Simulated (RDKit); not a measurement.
Job for RDKit: MMFF94 on C3H11N (a complex), monomers drawn apart or pushed together.

```python
from rdkit import Chem
from rdkit.Chem import AllChem, rdDetermineBonds

blocks = [
'''4

N     0.29598717    0.12897206    0.48378762
H     0.13375224    0.82385738    1.20355977
H     0.96485550    0.52019505   -0.16961120
H    -0.57747096    0.00290596   -0.01482641
''',
'''11

C     1.10488125   -0.07508782    5.96375579
C    -0.37795529    0.28694341    5.99524433
C    -1.27805634   -0.89370711    5.63953927
H     1.73360468    0.78303962    6.21062260
H     1.32589786   -0.86682364    6.68400099
H     1.39372497   -0.43744255    4.97497293
H    -0.56809004    1.11336596    5.30146461
H    -0.64326545    0.66678069    6.98654553
H    -2.33356102   -0.61386359    5.65569833
H    -1.03990074   -1.27470465    4.64429641
H    -1.14090811   -1.71347971    6.34919772
''',
]
mol = None
for b in blocks:
    f = Chem.MolFromXYZBlock(b)
    rdDetermineBonds.DetermineBonds(f, charge=0)
    mol = f if mol is None else Chem.CombineMols(mol, f)
Chem.SanitizeMol(mol)
print(Chem.MolToSmiles(Chem.RemoveHs(mol)))
ff = AllChem.MMFFGetMoleculeForceField(mol, AllChem.MMFFGetMoleculeProperties(mol), nonBondedThresh=100.0, ignoreInterfragInteractions=False)
e = ff.CalcEnergy()
print(f'MMFF94 energy {e:.6f} kcal/mol')
```

The log:

```
CCC.N
MMFF94 energy -4.725388 kcal/mol
```

The run finished.

Cost: around 0.04 core-seconds (rough).
